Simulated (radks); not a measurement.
Values are calculated unless marked as measured or tabulated.
Exchange energies: the exact (Fock) value of the Kohn-Sham orbitals and density-functional approximations, as 100 (|E| - |E exact|)/|E exact|, negative where the magnitude is too small. Species: H 1s1; Kr8+ [Ar] 3d10. Level of theory: non-relativistic Kohn-Sham, PBE, spin-polarised, spherical densities, point nucleus (a radial shooting solver on a logarithmic mesh with Libxc functionals). Every spin shell is full or empty, so the densities are truly spherical. Functionals are evaluated on that one density, not self-consistently.

| functional | H | Kr8+ |
|---|---|---|
| exact (hartree) | -0.306825 | -90.3387 |
| LDA | -14.03 | -5.76 |
| B88 | -0.48 | -0.03 |
| PBE | -1.65 | -0.53 |
| PW91 | -1.35 | -0.10 |
| PW86 | +0.14 | -0.10 |
| SOGGA | -6.21 | -2.68 |
| TPSS | +0.24 | -0.18 |
| Tao-Mo | +0.31 | -0.76 |
| TASK | +0.22 | -2.32 |
| MVS | +0.25 | +0.01 |
